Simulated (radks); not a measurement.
Results of a calculation; reference values are marked as such.
Kinetic energies: the exact non-interacting value of the Kohn-Sham orbitals and orbital-free approximations, as 100 (|E| - |E exact|)/|E exact|, negative where the magnitude is too small. Species: Ne [Ne]; Al3+ [Ne]; Mn+ [Ar] 3d5 4s1; B4+ 1s1; Li2+ 1s1. Level of theory: non-relativistic Kohn-Sham, LDA (Slater exchange, Perdew-Wang correlation), spin-polarised, spherical densities, point nucleus (a radial shooting solver on a logarithmic mesh with Libxc functionals). Every spin shell is full or empty, so the densities are truly spherical. Functionals are evaluated on that one density, not self-consistently.

functional            Ne     Al3+      Mn+      B4+     Li2+
exact (hartree)  127.737  238.755  1146.96  12.2920  4.38013
Thomas-Fermi       -8.58    -7.70    -6.62    -8.37    -8.47
TF + vW           +61.44   +57.45   +46.03   +91.63   +91.53
TF + vW/5          +5.42    +5.33    +3.91   +11.63   +11.53
LC94               -0.22    +0.16    -0.02    +2.24    +2.15
revAPBEK           +0.39    +0.70    +0.35    +2.98    +2.89
Perdew 92          -0.78    -0.45    -0.76    +2.77    +2.66
Thakkar            -0.26    +0.02    -0.40    +2.44    +2.35
PG1               +29.82   +27.47   +20.24   +55.26   +55.09
DePristo-Kress     -0.44    +0.10    -0.09    +2.92    +2.79
Ernzerhof          +0.09    +0.37    -0.32    +6.67    +6.53
